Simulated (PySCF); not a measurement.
Meta-chlorobenzaldehyde, C7H5ClO.
Atom-mapped SMILES: `[O:1]=[CH:2][c:3]1[cH:4][cH:5][cH:6][c:7]([Cl:8])[cH:9]1`

Structure used (GFN2-xTB), in Å, numbered top down from 1:
```xyz
14
C7H5ClO angstrom
O      3.2140    0.1400   -0.1445
C      2.2876   -0.5963    0.0720
C      0.8696   -0.2075    0.0200
C      0.5247    1.1063   -0.2979
C     -0.8042    1.4808   -0.3462
C     -1.7998    0.5543   -0.0797
C     -1.4531   -0.7527    0.2356
Cl    -2.6966   -1.9060    0.5671
C     -0.1273   -1.1435    0.2884
H      2.4502   -1.6595    0.3365
H      1.3169    1.8107   -0.5016
H     -1.0740    2.4967   -0.5917
H     -2.8399    0.8384   -0.1145
H      0.1312   -2.1623    0.5344
```

NICS is the negative of the GIAO shielding at a point without a nucleus: at the ring centre (0) and 1 Å above and below it (1); zz is the component along the ring normal. Level: GIAO PBE0/pcSseg-1 (PySCF, non-relativistic, gas phase) on the GFN2-xTB geometry, one conformer.

Ring bond lengths (Å), with Mayer bond orders in brackets: C3–C4 1.395 (1.38), C4–C5 1.381 (1.44), C5–C6 1.386 (1.41), C6–C7 1.388 (1.36), C7–C9 1.383 (1.35), C9–C3 1.393 (1.33).

Task: Give the NICS values of each ring in ppm.

Result: 
| ring | type | NICS(0) | NICS(1), two faces | NICS(1)zz, two faces | rms pucker (Å) | centre to ring atoms, mean (Å) |
| --- | --- | --- | --- | --- | --- | --- |
| C3–C4–C5–C6–C7–C9 | 6-membered carbocycle; formal bonds all aromatic | -8.7 | -11.0 / -11.0 | -26.5 / -26.5 | 0.00 | 1.39 |

Task: What can be read from them?

Result: 
- C3–C4–C5–C6–C7–C9: mean NICS(1)zz -26.5 ppm, shielded. For a flat ring without four-coordinate atoms the NICS criterion counts such a value as aromatic.

Task: And the bond-length index? HOMA = 1 − mean of α(R − Ropt)² over the ring bonds, with Krygowski's 1993 parameters (CC: Ropt 1.388 Å, α 257.7 Å⁻²).

Result: 
- C3–C4–C5–C6–C7–C9: HOMA 0.99 = 1 − EN − GEO, with mean bond length 1.388 Å, EN = α(Ropt − mean)² = 0.000 and GEO = α × variance = 0.007. The geometric and the magnetic index point the same way.

Task: At the second NICS(1) probe listed for ring C3–C4–C5–C6–C7–C9, 1 Å off the ring, what do the in-plane components average?

Result: The isotropic value is a third of the trace: (3 × -11.0 − (-26.5))/2 = -3.2 ppm.

Task: List the ring angles and the Hirshfeld charges of the ring atoms.

Result: 
- C3–C4–C5–C6–C7–C9: C3 120.0° (-0.015 e), C4 120.1° (-0.032 e), C5 120.2° (-0.034 e), C6 119.6° (-0.042 e), C7 120.9° (+0.019 e), C9 119.3° (-0.048 e); sum 720.0° against 720° for a flat convex ring.

Task: How shielded are the nuclei of the rings and their hydrogens (means over atoms taken as equivalent)?

Result: 
```csv
atoms,environment,σ isotropic (ppm),"principal values of the symmetric part, first atom (ppm)"
C3,substituted aromatic carbon,44.8,"-44.4, 16.2, 162.4"
C4,aromatic CH carbon,55.0,"-49.3, 24.7, 189.5"
C5,aromatic CH carbon,51.2,"-56.6, 35.0, 175.3"
C6,aromatic CH carbon,45.8,"-54.8, 35.7, 156.7"
C7,aromatic C–Cl carbon,40.2,"-57.7, 52.8, 125.7"
C9,aromatic CH carbon,47.0,"-42.6, 26.1, 157.4"
H11,aromatic hydrogen,23.33,"19.3, 24.1, 26.6"
H12,aromatic hydrogen,23.91,"20.3, 24.6, 26.9"
H13,aromatic hydrogen,23.87,"19.8, 22.9, 28.9"
H14,aromatic hydrogen,23.88,"20.4, 22.8, 28.5"
```
